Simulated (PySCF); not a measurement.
C7H12NOP.
Numbering: `[CH3:1][O:2][CH2:3][P:4]([CH3:5])[n:6]1[cH:7][cH:8][cH:9][cH:10]1`

Probes without a nucleus sit at each ring's centroid and 1 Å off its mean plane on both sides; NICS is minus the shielding there, NICSzz its component along the normal. Level: GIAO PBE0/pcSseg-1 (PySCF, non-relativistic, gas phase) on the GFN2-xTB geometry, one conformer.

Ring bond lengths (Å), with Mayer bond orders in brackets: N6–C7 1.371 (1.08), C7–C8 1.363 (1.56), C8–C9 1.413 (1.33), C9–C10 1.362 (1.54), C10–N6 1.371 (1.13).

What do the NICS probes read (ppm)?

```
           ring                                               type  NICS(0)  NICS(1), two faces  NICS(1)zz, two faces  rms pucker (Å)  centre to ring atoms, mean (Å)
N6–C7–C8–C9–C10  5-membered ring with N; formal bonds all aromatic    -12.9       -10.9 / -11.0         -28.5 / -29.0            0.00                            1.17
```

What can be read from them?

- N6–C7–C8–C9–C10: mean NICS(1)zz -28.8 ppm, shielded. The ring is flat and has no four-coordinate atom; by the NICS criterion it is aromatic.

What does the geometric index give? HOMA = 1 − mean of α(R − Ropt)² over the ring bonds, with Krygowski's 1993 parameters (CC: Ropt 1.388 Å, α 257.7 Å⁻²; CN: Ropt 1.334 Å, α 93.52 Å⁻²).

- N6–C7–C8–C9–C10: HOMA 0.85; the largest term is that of C9–C10, α(R − Ropt)² = 0.18. The geometric and the magnetic index point the same way.

What is the mean of the two in-plane components of NICS at the second NICS(1) probe listed for ring N6–C7–C8–C9–C10, 1 Å off the ring?

The isotropic value is a third of the trace: (3 × -11.0 − (-29.0))/2 = -2.0 ppm.

List the ring angles and the Hirshfeld charges of the ring atoms.

- N6–C7–C8–C9–C10: N6 107.6° (-0.064 e), C7 108.9° (-0.041 e), C8 107.3° (-0.096 e), C9 106.9° (-0.101 e), C10 109.3° (-0.041 e); sum 540.0° against 540° for a flat convex ring.

What are the shieldings of the ring atoms and their hydrogens in the same run (means over atoms taken as equivalent)?

| atoms | environment | σ isotropic (ppm) | principal values of the symmetric part, first atom (ppm) |
| --- | --- | --- | --- |
| N6 | pyrrole-type nitrogen | 87.5 | 7.3, 64.7, 190.4 |
| C7 (×2) | aromatic CH next to a ring nitrogen | 59.8 | -16.4, 64.6, 144.8 |
| C8 (×2) | aromatic CH carbon | 70.1 | -17.0, 58.4, 162.7 |
| H on C7 (×2) | aromatic hydrogen | 24.87 | 20.7, 24.5, 29.4 |
| H on C8 (×2) | aromatic hydrogen | 25.23 | 22.5, 25.4, 27.4 |

The values belong to the conformer `[CH3:1][O:2][CH2:3][P:4]([CH3:5])[n:6]1[cH:7][cH:8][cH:9][cH:10]1`: C1–O2–C3–P4 -173°, O2–C3–P4–C5 -68°, C3–P4–N6–C7 55°.
